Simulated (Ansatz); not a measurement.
C₃H₅BO (`BC1=CCO1`), relaxed with RKS PBE0-D4/def2-TZVP in Ansatz from a PBE-D4/def2-SVP geometry. The force threshold is 0.005 eV/Å; the program also tests the step.

Total charge 0; spin multiplicity 1.

Start:

```xyz
10

B     0.497    0.797    1.727
C     0.087    0.244    0.358
C     0.092   -0.976   -0.282
C    -0.504   -0.273   -1.465
O    -0.472    0.974   -0.710
H     0.361    1.973    1.997
H     0.965    0.019    2.535
H     0.397   -1.999   -0.034
H    -1.544   -0.550   -1.745
H     0.121   -0.209   -2.382
```

Task: How much energy does the relaxation release, and in how many steps? (Best estimate.)

Result: Ansatz gave: 5.10 kJ/mol, in 4 steps.

Task: Which bonds change most? (Best estimate.)

Result: Computed: C2–C3 from 1.377 to 1.352 Å; B1–H6 from 1.214 to 1.193 Å; B1–H7 from 1.215 to 1.194 Å; C4–H9 from 1.112 to 1.093 Å.

Task: Give the relaxed structure. (Estimate.)

Result: Ansatz gave: 
```xyz
10

B     0.494    0.786    1.713
C     0.084    0.243    0.351
C     0.091   -0.957   -0.274
C    -0.502   -0.274   -1.459
O    -0.470    0.966   -0.711
H     0.361    1.940    1.984
H     0.953    0.015    2.500
H     0.393   -1.960   -0.021
H    -1.526   -0.548   -1.726
H     0.120   -0.211   -2.356
```
